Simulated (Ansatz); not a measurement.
Consider the ligand exchange at the Si–C bond: `O[CH]([SiH3])[GeH3]` + `C=N[SiH2]N` → `C=N[SiH2]N[SiH3]` + `O[CH2][GeH3]`.

Gas-phase electronic energies from Ansatz, PBE0-D4/def2-TZVP geometries. CCSD(T)/CBS is the MP2 limit (def2-TZVPP, def2-QZVPP) plus CCSD(T) − MP2 in def2-TZVPP, frozen cores. DFT in def2-TZVPP. For Ge outer-core shells are correlated without core-valence functions, which leaves a few kJ/mol of doubt a bond. Scalar relativity is left out up to krypton. One conformer a species, not always the lowest.

`O[CH]([SiH3])[GeH3]`:

```xyz
12

O    -0.332   -1.085   -1.384
C    -0.077   -0.622   -0.057
Si   -1.391    0.603    0.520
Ge    1.733    0.166   -0.082
H    -1.215   -1.466   -1.416
H    -0.029   -1.460    0.655
H    -1.316    1.865   -0.260
H    -1.228    0.902    1.968
H    -2.733   -0.011    0.296
H     2.746   -0.896   -0.535
H     2.083    0.642    1.340
H     1.760    1.362   -1.045
```

`C=N[SiH2]N`:

Z-matrix (Å, degrees):
```
Si
N 1 1.750
N 1 1.708 2 114.0
H 1 1.493 2 109.5 3 120.4
H 1 1.482 2 105.7 3 -118.9
C 2 1.257 1 123.1 3 -123.4
H 3 1.007 1 120.1 2 76.0
H 3 1.007 1 120.3 2 -69.0
H 6 1.097 2 120.7 1 -179.8
H 6 1.104 2 124.1 1 0.2
```

`C=N[SiH2]N[SiH3]`:

Z-matrix (Å, degrees):
```
Si
N 1 1.745
N 1 1.716 2 111.7
H 1 1.492 2 110.4 3 120.0
H 1 1.483 2 106.0 3 -119.0
C 2 1.257 1 123.3 3 -122.0
Si 3 1.727 1 127.6 2 89.0
H 3 1.011 1 115.5 2 -80.7
H 6 1.103 2 124.1 1 0.0
H 6 1.097 2 120.6 1 180.0
H 7 1.488 3 111.4 1 127.7
H 7 1.489 3 112.4 1 -111.7
H 7 1.485 3 106.9 1 8.0
```

`O[CH2][GeH3]`:

Z-matrix (Å, degrees):
```
C
Ge 1 1.968
O 1 1.415 2 108.0
H 1 1.098 2 108.5 3 -121.7
H 1 1.098 2 108.5 3 121.7
H 2 1.536 1 110.0 3 -60.7
H 2 1.540 1 108.6 3 179.8
H 2 1.536 1 110.0 3 60.2
H 3 0.960 1 108.8 2 180.0
```

```
        level  ΔE (kcal/mol)
      ωB97X-V          -15.6
       B2PLYP          -16.3
         PBE0          -14.7
HF/def2-TZVPP          -20.0
```

(1) What does CCSD(T)/CBS give? (Estimate.)

Largest T1 diagnostic among the species: 0.012.

Answers

(1) The calculation gave: -15.5 kcal/mol. The listed levels differ from it by -0.1, -0.8, 0.8, -4.5 kcal/mol.

In def2-TZVPP, CCSD(T) changes the Hartree–Fock value by +4.1 kcal/mol (the triples alone add +0.7 kcal/mol) and MP2 by +3.8 kcal/mol. From PBE to PBE0 (25 % exact exchange), in def2-TZVPP and without D4, ΔE moves by −1.4 kcal/mol.
